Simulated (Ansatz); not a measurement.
[AlBr6]3- (AlBr6³⁻). Total charge -3; singlet. Geometry r2SCAN-D4/def2-SVPD, basis def2-SVP, Ansatz.

```xyz
7

Al    0.000    0.000    0.000
Br   -2.195   -1.196   -0.735
Br    2.195    1.195    0.735
Br   -1.169    0.804    2.185
Br    1.169   -0.804   -2.185
Br   -0.776    2.170   -1.213
Br    0.776   -2.170    1.213
```

```csv
run,HOMO (eV),LUMO (eV)
A,6.47,10.33
B,6.18,10.21
C,6.17,10.12
D,4.79,10.80
```

A multiply charged anion in the gas phase is held together partly by the finite basis.

Q: The runs used BLYP, PBE, PBE0, revPBE. Estimate which is which.

A: A BLYP (0 % exact exchange); B revPBE (0 % exact exchange); C PBE (0 % exact exchange); D PBE0 (25 % exact exchange). Exact exchange lowers occupied and raises empty levels; among semilocal functionals meta-GGAs tend to open the gap a little, and such runs are hard to tell apart. The gap grows from 3.86 eV (BLYP) to 6.01 eV (PBE0). At BLYP-D4/def2-SVP, revPBE-D4/def2-SVP, PBE-D4/def2-SVP, PBE0-D4/def2-SVP the highest occupied level of the charge -3 singlet lies above zero (up to 6.47 eV). The electron is either unbound and held by the finite basis, or the level is raised by self-interaction error.
